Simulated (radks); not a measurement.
Values are calculated unless marked as measured or tabulated.
Problem. The mean radii <r> (bohr) of the occupied orbitals of an atom or ion are listed with their occupations. Level of theory: scalar-relativistic Kohn-Sham, PBE, spin-polarised, spherical densities, point nucleus (a radial shooting solver on a logarithmic mesh with Libxc functionals).

orbital  occ.      <r>
1s          2  0.03590
2s          2   0.1474

Name the element and its charge. Open shells, if any, are filled with parallel spins first.

Solution. Z = 41, niobium, charge +37: Nb37+ in [He] 2s2. The 1s radius gives Z: for a bare nucleus <r> = (2 gamma + 1)/(2Z) with gamma = sqrt(1 - (Z/c)^2), 0.03547 bohr for Z = 41, and screening makes it slightly larger (0.03590 here). The occupations add up to 4, and the charge is Z minus that.
